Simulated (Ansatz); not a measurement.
NbO₃H, relaxed as a singlet with RKS B3LYP-D4/def2-TZVP in Ansatz, starting from the GFN2-xTB geometry. Force threshold 0.02 eV/Å.

In the def2 sets Nb takes a core potential; there is no spin–orbit coupling. The structure holds one bond between oxygen atoms, so isomers without such links may lie far lower. Another isomer (singlet) lies 4.16 eV lower at PBE0-D4/def2-TZVP; other spin states weren't run for this one.

Start:

```xyz
5

Nb   -0.417    0.539   -0.151
O    -0.152   -0.967    1.042
O     0.852   -0.730   -0.886
O     1.008   -0.699    0.439
H    -1.292    1.857   -0.444
```

Question: Estimate the energy that the relaxation releases and the steps that it takes.

Answer: 657.7 kJ/mol, in 18 steps; 32 s on 2 threads of Arm Neoverse V2 on a shared host. No frequencies were taken in this run, so the end may be a saddle point.

Question: Does the start keep its bonding and symmetry?

Answer: Bonds lost: O2–O4 (atoms count from 1).

Question: Predict the relaxed structure.

Answer: 
Cartesian coordinates in Å:
```
Nb -0.557 -0.221 0.029
O -0.630 -0.019 1.716
O 1.208 0.150 -0.633
O 0.984 -1.278 -0.435
H -1.004 1.367 -0.677
```
Bond lengths: 3 × Nb–O 1.70 to 1.93 Å; 1 × O–O 1.46 Å; 1 × H–Nb 1.79 Å.
